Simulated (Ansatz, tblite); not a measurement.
Forces on Rb₃ at its B3LYP/def2-TZVP geometry. Total charge 0; doublet.

In the def2 sets Rb takes a core potential; there is no spin–orbit coupling. The xTB rows come from tblite. The structure comes from a short search, and lower isomers may exist.

GFN1-xTB (tblite), largest force 0.27 eV/Å:

```xyz
3
positions Å, forces eV/Å
Rb    2.059   -2.948   -0.203   -0.192    0.129    0.015
Rb   -1.777   -0.641    0.092    0.258    0.093   -0.013
Rb   -0.282    3.589    0.112   -0.066   -0.222   -0.002
```

GFN2-xTB (tblite), largest force 0.25 eV/Å:

```
Rb -0.179 0.136 0.015
Rb 0.232 0.083 -0.012
Rb -0.052 -0.219 -0.003
```

PBE/def2-TZVP (Ansatz), largest force 0.01 eV/Å:

```
Rb -0.002 0.012 0.000
Rb -0.003 -0.001 0.000
Rb 0.006 -0.011 -0.001
```
